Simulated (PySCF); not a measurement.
Match the calculated data to a structure.

All candidates are C5H9NSSi.

- 1H NMR: chemical shifts (computed TMS as zero) by class: 4.90 (1 H), 3.01 (1 H), 2.94 (1 H), 2.24 (1 H), 2.08 (3 H), 1.85 (1 H), 1.67 (1 H) ppm [GIAO PBE0/pcSseg-1]
- Triplet: lowest triplet excitation (Tamm–Dancoff): 4.45 eV [TDA PBE0/def2-SVPD]
- Polarisability: 108.0 au [PBE0/def2-SVPD]
- UV, first state: lowest singlet excitation: 4.52 eV (274 nm, f = 0.001) [TDDFT PBE0/def2-SVPD]
- UV, strongest line: among the 8 lowest singlet transitions: S8 at 6.52 eV (190 nm, f = 0.120) [TDDFT PBE0/def2-SVPD]
- 13C NMR: chemical shifts (computed TMS as zero) by class: 124.5 (1 C), 39.1 (1 C), 35.3 (1 C), 22.9 (1 C), 11.8 (1 C) ppm [GIAO PBE0/pcSseg-1]
- Dipole: 4.00 D [PBE0/def2-SVPD]
- Rotational structure: rotational constants A, B, C: 2.526, 0.805, 0.699 GHz [GFN2-xTB]
- NMR, other nuclei: isotropic shieldings of nuclei other than C and H, by class: -101 (1 N), 384 (1 Si), 489 (1 S) ppm [GIAO PBE0/pcSseg-1]

The electronic properties come from PySCF, for the isolated species, density fitting. Levels stand in brackets. One conformer (not necessarily the lowest) at the GFN2-xTB geometry, without solvent, vibrations or thermal averaging. Each NMR value is the plain mean over a class of atoms that symmetry, rotation or inversion makes alike.

Task: Which candidate is it?
A. `CS[C@@H]1CC[Si@H]1C#N`
B. `CS[SiH2]n1cccc1`
C. `Cc1sccc1N[SiH3]`
D. `C=CC[C@H](C#N)S[SiH3]`
E. `C[SiH2]/C=C(\C#N)SC`

Result: A. It is `CS[C@@H]1CC[Si@H]1C#N`. Numbering: `[CH3:1][S:2][C@@H:3]1[CH2:4][CH2:5][Si@H:6]1[C:7]#[N:8]`. Its formula, C5H9NSSi, gives 3 degrees of unsaturation: 1 ring and 2 π bonds in the structure found. 5 carbons fall into 5 classes; from least to most shielded: cyano carbon [C7] (124.5 ppm), ring sp3 carbon bound to sulfur [C3] (39.1 ppm), four-membered-ring carbon [C4] (35.3 ppm), S-methyl carbon [C1] (22.9 ppm), ring sp3 carbon bound to silicon [C5] (11.8 ppm). Hydrogen classes from least to most shielded: 1 H on an SiH silicon, Si6 (4.90 ppm), 1 H on a four-membered-ring carbon, C4 (3.01 ppm), 1 H on an sp3 carbon bound to sulfur, C3 (2.94 ppm), 1 H on a four-membered-ring carbon, C4 (2.24 ppm), 3 H on an S-methyl carbon, C1 (2.08 ppm), 1 H on an sp3 carbon bound to silicon, C5 (1.85 ppm), 1 H on an sp3 carbon bound to silicon, C5 (1.67 ppm). The other shieldings belong to: -101 ppm, cyano nitrogen [N8]; 384 ppm, SiH silicon [Si6]; 489 ppm, sulfide sulfur [S2]. S1 is mainly HOMO→LUMO (weight 0.99); the largest Löwdin shares of the orbital it empties are 0.69 on the sulfide sulfur, 0.10 on the S-methyl carbon, 0.09 on the sp3 carbon bound to sulfur and 0.04 on the four-membered-ring carbon, of the orbital it fills 0.28 on the SiH silicon, 0.23 on the cyano carbon, 0.20 on the cyano nitrogen and 0.07 on the sp3 carbon bound to silicon. The optimised geometry has point group C1 and is an asymmetric top.

The others, at the same levels:
- `C=CC[C@H](C#N)S[SiH3]` fails: its computed 13C shifts are 143.1 (1 C), 126.3 (1 C), 123.0 (1 C), 46.0 (1 C), 31.6 (1 C) ppm, 1H shifts are 6.37 (1 H), 5.60 (1 H), 5.56 (1 H), 4.68 (3 H), 3.17 (1 H), 2.87 (1 H), 2.34 (1 H) ppm and rotational constant A is 2.365 GHz (against 2.526 GHz).
- `CS[SiH2]n1cccc1` fails: it has 3 carbon classes against 5; its computed 13C shifts are 126.3 (2 C), 118.7 (2 C), 13.6 (1 C) ppm, 1H shifts are 6.90 (2 H), 6.67 (2 H), 5.61 (2 H), 2.01 (3 H) ppm and lowest singlet excitation is 5.50 eV (225 nm, f = 0.006) (against 4.52 eV).
- `Cc1sccc1N[SiH3]` fails: its computed 13C shifts are 146.1 (1 C), 129.3 (1 C), 120.8 (1 C), 116.8 (1 C), 12.8 (1 C) ppm, 1H shifts are 6.84 (1 H), 6.72 (1 H), 4.89 (3 H), 2.87 (1 H), 2.29 (3 H) ppm and rotational constant A is 2.887 GHz (against 2.526 GHz).
- `C[SiH2]/C=C(\C#N)SC` fails: its computed 13C shifts are 145.0 (1 C), 137.9 (1 C), 118.7 (1 C), 21.8 (1 C), -5.8 (1 C) ppm, 1H shifts are 6.91 (1 H), 4.52 (2 H), 2.57 (3 H), 0.34 (3 H) ppm and rotational constant A is 2.673 GHz (against 2.526 GHz).

Each candidate is one conformer, not necessarily the lowest. The conformers computed, where there is a choice (atom-mapped SMILES and torsion angles):
- `[CH3:1][S:2][C@@H:3]1[CH2:4][CH2:5][Si@H:6]1[C:7]#[N:8]`: C1–S2–C3–C4 -75°
- `[CH2:1]=[CH:2][CH2:3][C@H:4]([C:5]#[N:6])[S:7][SiH3:8]`: C1–C2–C3–C4 -113°, C2–C3–C4–C5 -63°, C3–C4–S7–Si8 81°
- `[CH3:1][S:2][SiH2:3][n:4]1[cH:5][cH:6][cH:7][cH:8]1`: C1–S2–Si3–N4 -55°, S2–Si3–N4–C5 -32°
- `[CH3:1][c:2]1[s:3][cH:4][cH:5][c:6]1[NH:7][SiH3:8]`: C5–C6–N7–Si8 1°
- `[CH3:1][SiH2:2]/[CH:3]=[C:4](\[C:5]#[N:6])[S:7][CH3:8]`: C1–Si2–C3–C4 75°, C3–C4–S7–C8 -177°
